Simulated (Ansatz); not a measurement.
Reaction (formal exchange of groups at the Si–Si bond): `C=C[SiH2][SiH2]O` + `C=C=CO` → `C=C=C(O)[SiH2]O` + `C=C[SiH3]`

Isolated molecules relaxed with PBE0-D4/def2-TZVP in Ansatz; ΔE leaves out vibrations. CCSD(T)/CBS adds triple-zeta CCSD(T) − MP2 to the extrapolated MP2 energy (def2 sets, frozen cores). Functionals use def2-TZVPP. B3LYP here is the variant with VWN-RPA as its local correlation; programs differ in this. Each species was taken in one conformer, which may not be the lowest.

| level | ΔE (kcal/mol) | difference from CCSD(T)/CBS |
| --- | --- | --- |
| PBE0-D4 | -2.2 | 2.4 |
| B3LYP-D4 | -4.2 | 0.4 |
| ωB97X-V | -4.0 | 0.6 |
| ωB97M-V | -5.5 | -0.9 |
| r2SCAN | -3.9 | 0.7 |
| B3LYP | -4.0 | 0.6 |
| MP2/def2-TZVPP | -6.5 | -1.9 |
| CCSD(T)/def2-TZVPP | -4.8 | -0.2 |
| MP2/def2-QZVPP | -6.5 | -1.9 |
| HF/CBS(def2) | -5.9 | -1.3 |
| CCSD(T)/CBS | -4.6 | 0 |

Largest T1 diagnostic among the species: 0.013.
